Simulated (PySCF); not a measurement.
**Input and output**

TlH3 (singlet). PySCF 2.14.0, RKS PBE0, Tl def2-SVP with ECP60, H def2-SVP; non-relativistic Hamiltonian with scalar-relativistic core potentials where named; density fitting; no spin-orbit coupling. Purpose: singlet excitations, Tamm-Dancoff PBE0.

```python
mol = gto.M(atom='''
Tl     0.48213    -0.00000    -0.00000
H     -0.39612     0.00000     1.52535
H     -0.39612    -0.00000    -1.52535
H      2.24193    -0.00000    -0.00000''',
    basis={'Tl': 'def2-SVP', 'H': 'def2-SVP'},
    ecp={'Tl': 'def2-SVP'},
    charge=0, spin=0)
mf = dft.RKS(mol, xc='PBE0')
mf.grids.atom_grid = (50, 194)
mf = mf.density_fit()  # fitting sets: Tl def2-universal-JKFIT, H def2-universal-JKFIT
mf.conv_tol = 1e-08; mf.max_cycle = 55
mf.kernel(dm0)  # dm0: converged density of the relaxed state
td = mf.TDA(); td.nstates = 8; td.kernel()
```

Run from Python with OMP_NUM_THREADS=2; the lines above give its settings. Where DIIS fails, smearing, a level shift and second-order steps follow.
It took 2.3 s on 2 threads of Arm Neoverse V2, with other jobs on the host, from an already converged density.

(1) Where do the frontier levels lie, over both spins?

(2) What are the Mulliken charges and spins?

(3) Which singlet excitations follow (Tamm-Dancoff, 8 states)?

The geometry was relaxed with TPSS (Tl def2-SVP with ECP60, H def2-SVP).

## Answers

(1) HOMO -7.98 eV, LUMO -1.83 eV. 

(2) 
| atom | charge (e) | spin (e) |
| --- | --- | --- |
| Tl1 | 0.209 | 0.000 |
| H2 | -0.070 | 0.000 |
| H3 | -0.070 | 0.000 |
| H4 | -0.070 | 0.000 |

(3) 
```csv
state,eV,oscillator strength
1,4.77,0.0000
2,4.77,0.0000
3,7.81,0.1568
4,7.82,0.1581
5,8.60,0.0000
6,9.11,0.0001
7,9.78,0.8309
8,9.78,0.8270
```
Functionals without range separation put charge-transfer states too low; the basis has no diffuse functions.
